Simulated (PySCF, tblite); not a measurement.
Isomers of C7H4F2O. Calculated harmonic vibrations of the isolated species, GFN2-xTB (tblite), most abundant isotopes, no scaling. Errors from tens to a few hundred cm⁻¹ against measured bands are possible. One conformer each.

Electronic energies: PBE0/pcSseg-1 single points on the GFN2-xTB geometries (PySCF, gas phase).

```csv
SMILES,"electronic energy, lowest = 0 (kcal/mol)"
O=C(F)c1ccccc1F,2.8
O=C(F)c1cccc(F)c1,0.0
O=c1cccc(F)c(F)c1,44.1
```

Question: How do GFN2-xTB zero-point energies change the relative energies?

Answer: 
```csv
SMILES,ZPE (kcal/mol),of it from modes above 1550 cm⁻¹,electronic (kcal/mol),"with ZPE, lowest = 0 (kcal/mol)",lowest mode (cm⁻¹),rings
O=C(F)c1cccc(F)c1,57.0,24.9,0.0,0.0,51,1
O=C(F)c1ccccc1F,57.0,24.9,2.8,2.9,31,1
O=c1cccc(F)c(F)c1,56.4,24.6,44.1,43.6,36,1
```

The zero-point energies span 0.6 kcal/mol, from `O=c1cccc(F)c(F)c1` to `O=C(F)c1ccccc1F`. The order is unchanged.

Question: And how do the electronic energies of GFN2-xTB itself compare?

Answer: `O=C(F)c1cccc(F)c1` 0.0; `O=C(F)c1ccccc1F` 2.8; `O=c1cccc(F)c(F)c1` 37.9 kcal/mol, lowest = 0. Against the energies above, taken from the same isomer `O=C(F)c1cccc(F)c1`, the largest difference is 6.2 kcal/mol.

Question: What do entropy and thermal enthalpy add at 298.15 K and 1 bar (rigid rotor, harmonic oscillator, one conformer each)?

Answer: 
| SMILES | point group | symmetry number | S (cal/(mol K)) | H − H(0) (kcal/mol) | ZPE + H − H(0) − TS (kcal/mol) |
| --- | --- | --- | --- | --- | --- |
| O=C(F)c1cccc(F)c1 | Cs | 1 | 90.4 | 5.73 | 35.7 |
| O=C(F)c1ccccc1F | Cs | 1 | 91.2 | 5.75 | 35.6 |
| O=c1cccc(F)c(F)c1 | Cs | 1 | 91.2 | 5.84 | 35.1 |
